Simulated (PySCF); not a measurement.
C₄H₈Si, SMILES C[SiH2]CC#C.

Geometry optimised at B3LYP-D3(BJ)/def2-SVP. One conformer was computed; it need not be the lowest.

Computed with TDDFT-PBE/def2-SVPD run with PySCF.

Vertical excitations. Isolated molecule, no solvent. State labels are in the subgroup Cs.

| state | symmetry | energy (eV) | λ (nm) | f | main pairs |
|---|---|---|---|---|---|
| S1 | A' | 5.95 | 208 | 0.001 | HOMO→LUMO 100 % |
| S2 | A' | 6.23 | 199 | 0.000 | HOMO→LUMO+1 98 % |
| S3 | A" | 6.27 | 198 | 0.000 | HOMO−1→LUMO 100 % |
| S4 | A" | 6.29 | 197 | 0.001 | HOMO→LUMO+2 95 % |
| S5 | A" | 6.52 | 190 | 0.005 | HOMO−1→LUMO+1 98 % |
| S6 | A' | 6.55 | 189 | 0.045 | HOMO→LUMO+3 61 %, HOMO−1→LUMO+2 37 % |
| S7 | A" | 6.66 | 186 | 0.000 | HOMO−1→LUMO+3 93 % |
| S8 | A' | 6.97 | 178 | 0.033 | HOMO→LUMO+4 99 % |
| S9 | A' | 7.21 | 172 | 0.027 | HOMO→LUMO+5 95 % |
| S10 | A" | 7.26 | 171 | 0.010 | HOMO−1→LUMO+4 100 % |
| T1 | A' | 5.27 | 235 | 0 | HOMO→LUMO+3 58 %, HOMO−1→LUMO+2 34 % |
| T2 | A" | 5.68 | 218 | 0 | HOMO→LUMO+2 69 %, HOMO−1→LUMO+3 27 % |
| T3 | A' | 5.72 | 217 | 0 | HOMO−1→LUMO+2 63 %, HOMO→LUMO+3 32 % |
| T4 | A' | 5.90 | 210 | 0 | HOMO→LUMO 97 % |
Triplets are in the Tamm–Dancoff approximation, which puts them higher than full response would, so one can lie above its singlet here.
